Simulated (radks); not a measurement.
Question: Valence configurations of Xe II (all share [Kr]). All-electron calculation, scalar-relativistic Kohn-Sham, PBE, spin-polarised, spherical densities, finite nucleus; open shells are filled with parallel spins first (spin-orbit coupling, left out, can overturn this in heavy ions); Fermi nuclear charge, rms radius 4.7859 fm. Program: a radial shooting solver on a logarithmic mesh with Libxc functionals. Order these by energy: 4d10 5s1 5p6; 4d9 5s2 5p6; 4d10 5s1.5 5p5.5; 4d9.5 5s2 5p5.5; 4d10 5s2 5p5.

Answer: From the lowest, in eV above it: 4d10 5s2 5p5 0.000; 4d10 5s1.5 5p5.5 6.047; 4d10 5s1 5p6 12.111; 4d9.5 5s2 5p5.5 26.946; 4d9 5s2 5p6 55.089. NIST lists [Kr] 4d10 5s2 5p5 as the ground configuration; this level of theory agrees among the configurations tried. The energies are those of spherical high-spin densities, not of single terms.
